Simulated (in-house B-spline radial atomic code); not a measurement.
**The silver ion Ag⁴⁺: [Ar] 3d10 4s2 4p5 4d7 5d1 (an excited or competing configuration)**

Computed with a B-spline radial code for spherical atoms: non-relativistic r2SCAN, spin-polarised, spherical fractional occupations, point nucleus.

Z_r = [3n² - l(l+1)]/(2<r>); Z_e = n√(-2ε); the last column is Slater's effective charge. Values are occupation-weighted means over spin.

| shell | electrons | ε (eV) | <r> (bohr) | Z_r | Z_e | Slater |
| --- | --- | --- | --- | --- | --- | --- |
| 1s | 2 | -24648 | 0.0324 | 46.30 | 42.56 | 46.70 |
| 2s | 2 | -3629.5 | 0.1404 | 42.73 | 32.67 | 42.85 |
| 2p | 6 | -3379.3 | 0.12 | 41.65 | 31.52 | 42.85 |
| 3s | 2 | -725.54 | 0.3801 | 35.52 | 21.91 | 35.75 |
| 3p | 6 | -624.18 | 0.3724 | 33.57 | 20.32 | 35.75 |
| 3d | 10 | -437.79 | 0.3452 | 30.42 | 17.02 | 25.85 |
| 4s | 2 | -156.69 | 0.9225 | 26.01 | 13.57 | 19.60 |
| 4p | 5 | -124.29 | 0.9765 | 23.55 | 12.09 | 19.60 |
| 4d | 7 | -70.509 | 1.144 | 18.35 | 9.11 | 9.90 |
| 5d | 1 | -25.375 | 3.119 | 11.06 | 6.83 | 5.00 |

The least bound orbital is 5d up at -25.37 eV, and it is also the most diffuse (<r> = 3.119 bohr).
